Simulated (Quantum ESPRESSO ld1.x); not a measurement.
Results of a calculation; reference values are marked as such.
Spin polarisation of the 5d5 shell in Re2+. Start: [Xe] 4f14 5d(up 2.5, down 2.5); electrons of 5d are moved from spin down to spin up, other shells keep equal spins. Level of theory: scalar-relativistic Kohn-Sham, LDA (Slater exchange, VWN5 correlation), spin-polarised, spherical densities, point nucleus (ld1.x of Quantum ESPRESSO 7.5).

moment (Bohr magnetons)  E - E(0) (eV)  e(5d up) (eV)  e(5d down) (eV)  4f down minus up (eV)
0                                0.000        -21.730          -21.730                  0.000
1                               -0.151        -22.015          -21.411                  0.107
2                               -0.605        -22.268          -21.052                  0.215
3                               -1.368        -22.490          -20.650                  0.322
4                               -2.446        -22.679          -20.204                  0.429
5                               -3.845        -22.834          -19.703                  0.537

At moment 5 the spin-polarisation energy is -3.845 eV and the 5d exchange splitting 3.132 eV, that is 0.626 eV per Bohr magneton; E = -I m^2/4 would give I = 0.615 eV.
